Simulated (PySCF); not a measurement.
Compound: BF3H3P.
Geometry (PBE0-D3(BJ)/def2-SVP, Å), atoms numbered from 1 in this order:
```xyz
8
BF3H3P angstrom
B      1.0973   -0.0331    0.0716
P     -0.7321    0.0151   -0.0602
F     -1.4198   -0.8672   -1.1628
F     -1.4070    1.3993   -0.3668
F     -1.5730   -0.4244    1.1909
H      1.3224   -1.2039    0.3116
H      1.3135    0.7374    0.9888
H      1.4524    0.3573   -1.0252
```

Method: core-valence-separated Tamm–Dancoff BHandHLYP/aug-pcX-1 (pcseg-1 on H, def2-SVPD on P) in PySCF, non-relativistic, gas phase, PBE0-D3(BJ)/def2-SVP geometry. The energies are unshifted.

The lowest roots of each edge with f over 0.003 (five at most, numbered afresh; weaker and dark ones are left out), with transition dipoles (au) in the frame of the coordinates:

| root | edge | E (eV) | f | μx | μy | μz |
| --- | --- | --- | --- | --- | --- | --- |
| 1 | F | 685.98 | 0.0274 | 0.0200 | 0.0215 | 0.0277 |
| 2 | F | 685.99 | 0.0272 | -0.0187 | -0.0216 | 0.0283 |
| 3 | F | 685.99 | 0.0288 | 0.0325 | -0.0256 | -0.0002 |
| 4 | F | 687.21 | 0.0205 | -0.0012 | -0.0344 | 0.0056 |
| 5 | F | 687.22 | 0.0193 | -0.0023 | 0.0051 | 0.0334 |
| 6 | B | 189.12 | 0.0397 | 0.0923 | -0.0022 | 0.0066 |
| 7 | B | 189.98 | 0.0195 | 0.0646 | -0.0008 | 0.0047 |
| 8 | B | 190.52 | 0.0234 | 0.0046 | -0.0183 | -0.0683 |
| 9 | B | 190.52 | 0.0231 | -0.0026 | -0.0680 | 0.0179 |

Q: Molecules are fixed in this frame and the field points along z. What effective strengths 3 f cos²θ do the roots have (θ between field and μ)?

A: root 1 (F3/F4/F5): 0.039, root 2 (F3/F4/F5): 0.040, root 3 (F3/F4/F5): 0.000, root 4 (F3/F4/F5): 0.002, root 5 (F3/F4/F5): 0.056, root 6 (B1): 0.001, root 7 (B1): 0.000, root 8 (B1): 0.065, root 9 (B1): 0.004. Root 8 is the strongest. Averaged over all orientations cos²θ is 1/3, which gives f back. For degenerate partners only the sum has meaning, as the program may mix them freely.

Hardware: an Arm Neoverse V1 with one thread, shared host with 32 logical CPUs at a one-minute load of 11. Cost: 6.0 s of wall time, 0.72 GiB resident at most.
